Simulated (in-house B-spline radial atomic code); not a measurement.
Ionising Kr⁺ with different functionals

Computed with an all-electron radial atomic-structure program (B-spline basis): scalar-relativistic (spin-free X2C) Hamiltonian, Fermi nucleus of rms radius 4.1884 fm, spin-polarised at highest spin, spherical fractional occupations for the functionals, the average over the highest-spin determinants for Hartree-Fock. The ionisation energy is the difference of two self-consistent energies, [Ar] 3d10 4s2 4p5 → [Ar] 3d10 4s2 4p4, without Breit or QED terms; ε is the level of the shell that loses the electron (its least bound occupied spin orbital). There is no spin-orbit coupling in this Hamiltonian.

Hybrids are left out here: with spherical fractional occupations of an open shell their exact exchange keeps a self-interaction that integer-occupation calculations don't have.

```json
{"method": "Hartree-Fock", "rung": "Hartree-Fock", "ΔSCF (eV)": "23.23", "-ε(4p) (eV)": "24.02"}
{"method": "LDA VWN5", "rung": "LDA", "ΔSCF (eV)": "24.66", "-ε(4p) (eV)": "19.30"}
{"method": "LDA PW92", "rung": "LDA", "ΔSCF (eV)": "24.66", "-ε(4p) (eV)": "19.30"}
{"method": "LDA exchange-only", "rung": "LDA", "ΔSCF (eV)": "23.03", "-ε(4p) (eV)": "17.79"}
{"method": "PBE", "rung": "GGA", "ΔSCF (eV)": "24.38", "-ε(4p) (eV)": "19.08"}
{"method": "PBEsol", "rung": "GGA", "ΔSCF (eV)": "24.40", "-ε(4p) (eV)": "19.09"}
{"method": "BLYP", "rung": "GGA", "ΔSCF (eV)": "24.28", "-ε(4p) (eV)": "18.94"}
{"method": "RPBE", "rung": "GGA", "ΔSCF (eV)": "24.31", "-ε(4p) (eV)": "19.03"}
{"method": "PW91", "rung": "GGA", "ΔSCF (eV)": "24.46", "-ε(4p) (eV)": "19.15"}
{"method": "BP86", "rung": "GGA", "ΔSCF (eV)": "24.53", "-ε(4p) (eV)": "19.20"}
{"method": "AM05", "rung": "GGA", "ΔSCF (eV)": "24.38", "-ε(4p) (eV)": "19.07"}
{"method": "OLYP", "rung": "GGA", "ΔSCF (eV)": "24.24", "-ε(4p) (eV)": "18.99"}
{"method": "TPSS", "rung": "meta-GGA", "ΔSCF (eV)": "24.45", "-ε(4p) (eV)": "19.18"}
{"method": "SCAN", "rung": "meta-GGA", "ΔSCF (eV)": "24.56", "-ε(4p) (eV)": "19.37"}
{"method": "r2SCAN", "rung": "meta-GGA", "ΔSCF (eV)": "24.57", "-ε(4p) (eV)": "19.38"}
{"method": "revTPSS", "rung": "meta-GGA", "ΔSCF (eV)": "24.44", "-ε(4p) (eV)": "19.19"}
```

Q: How do they compare with the NIST value?

A: NIST lists 24.360 eV (measured, ground level to ground level). Errors run from -1.33 to +0.30 eV; PBE is closest (+0.02 eV), but part of that can be cancellation, since the calculations leave out spin-orbit coupling, Breit-QED terms, multiplet and fine-structure energies. Hartree-Fock also lacks correlation.
